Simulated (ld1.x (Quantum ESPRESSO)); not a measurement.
What the settings do to the PAW potential of Cr (Z = 24)

Base potential:

```
Element                 : chromium (Cr)
Generator               : ld1.x (Quantum ESPRESSO) 7.5
Type                    : PAW
Functional              : PW91
Relativity              : fully relativistic
Frozen core             : [Ne]
Valence charge          : 14
Reference configuration : 3s2 3p6 3d4 4s0 4p0 (charge +2)
Partial waves           : 3s (bound): rcut 1.20, rcutus 1.40 bohr; 4s (bound, empty): rcut 1.20, rcutus 1.40 bohr; 3p (bound): rcut 1.40, rcutus 1.65 bohr; 4p (bound, empty): rcut 1.40, rcutus 1.65 bohr; 3d (bound): rcut 1.30, rcutus 1.60 bohr; 3d channel at 2.95 Ry: rcut 1.30, rcutus 1.60 bohr; 4f channel at 0.35 Ry: rcut 1.25, rcutus 1.65 bohr; 4f channel at 2.55 Ry: rcut 1.25, rcutus 1.65 bohr
Local potential         : all-electron potential smoothed inside 1.20 bohr (lloc = -1)
Core correction         : Bessel-smoothed model core inside 0.70 bohr
Augmentation charge     : BESSEL, radius 1.30 bohr
```

Open shells are filled in proportion to 2j + 1 (rel_dist='average').

All-electron outer shells of the reference configuration (PW91, scalar-relativistic, ld1.x):

```json
{"shell": "2p", "level (eV)": "-582.50", "outermost node (bohr)": "–", "outermost maximum (bohr)": "0.20"}
{"shell": "3s", "level (eV)": "-95.18", "outermost node (bohr)": "0.36", "outermost maximum (bohr)": "0.78"}
{"shell": "3p", "level (eV)": "-66.53", "outermost node (bohr)": "0.33", "outermost maximum (bohr)": "0.80"}
{"shell": "3d", "level (eV)": "-22.94", "outermost node (bohr)": "–", "outermost maximum (bohr)": "0.82"}
{"shell": "4s", "level (eV)": "-18.73", "outermost node (bohr)": "1.10", "outermost maximum (bohr)": "2.36"}
{"shell": "4p", "level (eV)": "-13.60", "outermost node (bohr)": "1.20", "outermost maximum (bohr)": "2.81"}
```

Cutoffs, loose and tight: the cutoffs (Ry, on a coarse ladder) from which the occupation-weighted sum of valence levels, in a spherical-Bessel basis at the reference potential, stays within 10 and 1 mRy of its value at 400 Ry. They do not see the model core or the augmentation charge, which bear on the density cutoff. Test errors are all-electron minus pseudo excitation energies from the reference, over the configurations 3s2 3p6 3d5 4s1 4p0; 3s2 3p6 3d5 4s0 4p0; 3s2 3p6 3d3 4s0 4p0; 3s2 3p6 3d4 4s1 4p0; 3s2 3p5 3d5 4s1 4p0; 3s2 3p6 3d4 4s2 4p0; 3s2 3p6 3d5.5 4s0.5 4p0. A dash means not determined; rows that change the core or the reference have their own tests.

Cutoffs are not given where the Bessel-basis levels miss the radial ones by over 6 mRy, ghosts where they miss by over 20 mRy; a channel whose overlap is not positive is not tested.

| change | outcome | bound ghosts | largest test error (meV) |
| --- | --- | --- | --- |
| base | generated | not determined | test run stopped at test 1 of 7 (negative rho) |
| waves 3p (bound): rcut 1.02, rcutus 1.08 bohr; 4p (bound): rcut 1.02, rcutus 1.08 bohr | generated | not determined | -5.5 |
| waves 3p (bound): rcut 1.16, rcutus 1.22 bohr; 4p (bound): rcut 1.16, rcutus 1.22 bohr | generated | not determined | +5.7 |
| waves 3p (bound): rcut 1.28, rcutus 1.36 bohr; 4p (bound): rcut 1.28, rcutus 1.36 bohr | generated | not determined | +14 |
| waves 3p (bound): rcut 1.40, rcutus 1.54 bohr; 4p (bound): rcut 1.40, rcutus 1.54 bohr | generated | not determined | test run stopped at test 1 of 7 (negative rho) |
| waves 3p (bound): rcut 1.40, rcutus 1.70 bohr; 4p (bound): rcut 1.40, rcutus 1.70 bohr | generated | not determined | test run stopped at test 1 of 7 (negative norm?) |
| waves 3p (bound): rcut 1.40, rcutus 1.84 bohr; 4p (bound): rcut 1.40, rcutus 1.84 bohr | generated | not determined | -509 |
| waves 3p (bound): rcut 1.40, rcutus 2.00 bohr; 4p (bound): rcut 1.40, rcutus 2.00 bohr | generated | not determined | -8.7 |
| waves 3p (bound): rcut 1.40, rcutus 2.12 bohr; 4p (bound): rcut 1.40, rcutus 2.12 bohr | generated | not determined | -8.9 |
| waves 3p (bound): rcut 1.40, rcutus 2.36 bohr; 4p (bound): rcut 1.40, rcutus 2.36 bohr | generated | not determined | +14 |
| waves 3p (bound): rcut 1.40, rcutus 2.48 bohr; 4p (bound): rcut 1.40, rcutus 2.48 bohr | generated | not determined | +20 |
